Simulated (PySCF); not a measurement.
A structure optimised at PBE-D3(BJ)/def2-SVP, used in a PySCF frequency run:

```xyz
5

Hf     0.0000     0.0000     0.5669
Cl     0.0000     1.9130     1.9053
Cl     0.0000    -1.9130     1.9053
I     -2.1986     0.0000    -0.9962
I      2.1986     0.0000    -0.9962
```

### Question
Write its SMILES, formula and point group.

### Answer
[Cl][Hf]([Cl])([I])[I], Cl2HfI2, C2v

### Question
What are its rotational constants (standard atomic weights)?

### Answer
0.61218, 0.34000, 0.28186 GHz
